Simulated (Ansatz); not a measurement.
## A geometry optimisation of BClH2Sn with PBE0-D3(BJ)/def2-SVP

The starting geometry of this gas-phase singlet was optimised with GFN2-xTB; its bonds are those of `[BH2][Sn][Cl]`.

```xyz
5

B     0.0524    1.2338    0.3653
Cl   -0.6497   -1.4109   -1.6572
Sn   -0.6792    0.9515   -1.9110
H     1.1911    1.2324    0.6566
H    -0.7031    1.2753    1.2632
```

Q: Predict what it relaxes into with PBE0-D3(BJ)/def2-SVP.

A: A new bond forms, giving a structure with Cl2 bridging B1 and Sn3, given below by its coordinates. Contacts that close: B1–Cl2 (3.40 → 2.04 Å).

The energy falls by 0.46 eV over 13 steps:

```csv
step,E − E(last) (eV)
1,0.460
2,0.407
4,0.320
5,0.271
6,0.206
8,0.033
9,0.029
10,0.008
12,0.000
13,0.000
```

Final geometry (Å):

```xyz
5

B    -0.0308    0.8861    0.1248
Cl   -0.3693   -0.8992   -0.8121
Sn   -0.6929    1.3459   -1.9797
H     1.1521    0.9526    0.3726
H    -0.8476    0.9966    1.0113
```

The end wasn't checked by frequencies. Atoms past krypton carry core potentials, without spin–orbit terms. Run with Ansatz 0.2.0, 60 s on 1 thread of Intel(R) Xeon(R) Processor @ 2.50GHz (Skylake/Cascade Lake), on a shared host.
